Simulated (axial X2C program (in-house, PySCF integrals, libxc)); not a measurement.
# What spin–orbit coupling does to TiF

Calculated with an axial X2C code built on PySCF integrals. Spin-free means the one-electron spin-free X2C Hamiltonian; two-component (2c) means X2C with spin–orbit coupling and atomic mean-field two-electron Coulomb and Gaunt terms, so the difference of the two also holds small scalar two-electron terms. Basis: Ti dyall-cv3z [10s10p6d4f2g], F dyall-av3z [7s6p3d2f] (cores contracted in-house); Gaussian nuclei, density fitting, unrestricted open shells. Masses: Ti 47.948 u, F 18.998 u.

Spin-free state: M_S = 3/2, Λ = 0 (beyond evenly filled blocks: σα, δ+α, δ-α); fragments Ti + F.

| level | Re (Å) | ωe (cm⁻¹) | De (eV) | μ (D) |
| --- | --- | --- | --- | --- |
| PBE0 | 1.773 | 709.4 | 6.133 | -3.03 |
| HF | 1.822 | 679.0 | 3.842 | -2.62 |
| MP2 | 1.813 | 668.3 | 5.696 | n/a |
| PBEsol | 1.755 | 724.1 | n/a | -2.75 |

Correlated methods: 11 electrons correlated (number of frozen shells: Ti 3 s, 2 p; F 1 s), 279 virtual spin orbitals or spinors in MP2.

Dipoles are positive if F is the positive end.

Two-component determinant lowest at the distance of the search:

Ω = 3/2 (⟨Sz⟩ = 1.50, ⟨Lz⟩ = 0.00 at HF); fragments Ti + F.

```csv
level,Re (Å),ωe (cm⁻¹),μ (D)
PBE0,1.773,709.3,-3.03
HF,1.822,678.9,-2.62
MP2,1.813,668.2,n/a
PBEsol,1.755,724.0,-2.75
```

**Question.** From the two tables, how do the constants change at the MP2 level (2c against spin-free)?

**Answer.** At the MP2 level Re is unchanged within 0.001 Å and ωe is unchanged to within 0.2 cm⁻¹.

The state is a single determinant with fixed occupations, the lowest that a limited PBE0 search found. Dissociation energies refer to the lowest single-determinant-based atoms at the same level and basis. De is not given where an atomic determinant may have missed its ground term or J level, or where the truncated virtual space spoils (T). Density functionals use the spin component along the axis (collinear). PBE0 can misorder states that lie within some tenths of an eV, so this need not be the ground state of the molecule. The nearest other spin-free determinant of the search, M_S = 3/2, Λ = 3, lies 0.23 eV up at the distance of the search. Without a current term, density functionals place determinants with orbital angular momentum somewhat too high. With several unpaired electrons one determinant need not be a pure state. The outer-core s and p shells of the metal are frozen in the correlated rows, which leaves out core–valence correlation; for alkali and alkaline-earth bonds that tends to lengthen them. This is the top spin component of a Σ state; components of lower Ω are not single determinants and can lie lower.
